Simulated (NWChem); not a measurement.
System: Si$_{2}$H$_{4}$O$_{3}$; SMILES O[SiH]1O[SiH2]O1

```xyz
9

O      0.5140    -2.1497     0.0000
Si    -0.4427    -0.8175     0.0000
O     -0.1065     0.3392    -1.1916
Si     0.1966     1.5035     0.0000
O     -0.1065     0.3392     1.1916
H      1.4736    -2.0205     0.0000
H     -1.8163    -1.3380     0.0000
H     -0.7692     2.6264     0.0000
H      1.5897     2.0118     0.0000
```
Atoms are numbered in this order, from 1.

Program: NWChem. Pople sets run with spherical d functions. Geometry: optimised at B3LYP/6-31G* (spherical d). Atomic charges in e: unrestrained fits to the electrostatic potential beside Mulliken populations; buried atoms are poorly determined by the fit.

For level B3LYP/def2-SVP:

| Item | Value |
|---|---|
| ESP O1 | -0.68 |
| Mulliken O1 | -0.37 |
| ESP Si2 | 1.12 |
| Mulliken Si2 | 0.83 |
| Mulliken O3 | -0.55 |
| ESP Si4 | 0.94 |
| Mulliken Si4 | 0.75 |
| Mulliken O5 | -0.55 |

**Question.** Estimate the same quantities for level Hartree-Fock/6-31G*.

**Answer.** 
| Item | Result |
|---|---|
| ESP O1 | -0.79 |
| Mulliken O1 | -0.87 |
| ESP Si2 | 1.30 |
| Mulliken Si2 | 1.42 |
| Mulliken O3 | -0.89 |
| ESP Si4 | 1.09 |
| Mulliken Si4 | 1.19 |
| Mulliken O5 | -0.89 |
